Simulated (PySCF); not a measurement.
PySCF 2.14 output of an unrestricted B2PLYP calculation on a single atom or ion in aug-cc-pwCVTZ-PP with ECP60MDF (8s8p7d4f3g, 122 functions), with a scalar-relativistic core potential:

```
SCF conv_tol = 1e-09
number electrons alpha = 11  beta = 4
    A. D. Becke.,  Phys. Rev. A 38, 3098 (1988)
    C. Lee, W. Yang, and R. G. Parr.,  Phys. Rev. B 37, 785 (1988)
    B. Miehlich, A. Savin, H. Stoll, and H. Preuss.,  Chem. Phys. Lett. 157, 200 (1989)
cycle= 1 E= -78.0623553344255  delta_E= -0.00194  |g|= 0.0102  |ddm|= 0.15
cycle= 2 E= -78.0624116035808  delta_E= -5.63e-05  |g|= 0.0032  |ddm|= 0.0751
cycle= 3 E= -78.0624158369725  delta_E= -4.23e-06  |g|= 0.00112  |ddm|= 0.0384
cycle= 4 E= -78.062416511743  delta_E= -6.75e-07  |g|= 6.77e-05  |ddm|= 0.0168
cycle= 5 E= -78.0624165486539  delta_E= -3.69e-08  |g|= 1.64e-05  |ddm|= 0.00811
cycle= 6 E= -78.0624165510891  delta_E= -2.44e-09  |g|= 3.31e-07  |ddm|= 0.00265
cycle= 7 E= -78.0624165510896  delta_E= -4.97e-13  |g|= 3.27e-08  |ddm|= 2.56e-05
converged SCF energy = -78.0624165510896  <S^2> = 15.751406  2S+1 = 8.0003515
```

The run itself started from symmetry-adapted Hartree-Fock orbitals and held the occupation by maximum overlap, on a logarithmic radial grid, so the iterations belong to that start.

Q: Which element, charge and spin multiplicity is this?

A: Re (rhenium, neutral), multiplicity 8; the state was [Xe] 4f14 5d5 6s1 7s1, high-spin 8S determinant (an excited configuration). The SCF energy lacks the PT2 part of the double hybrid.

Energies and moments cover only the electrons outside the core potential. Spin-orbit coupling, which splits the p, d and f shells strongly at this Z, is absent. The outer electron is Rydberg-like, and this basis confines it to a smaller radius and binds it less than a complete one would.
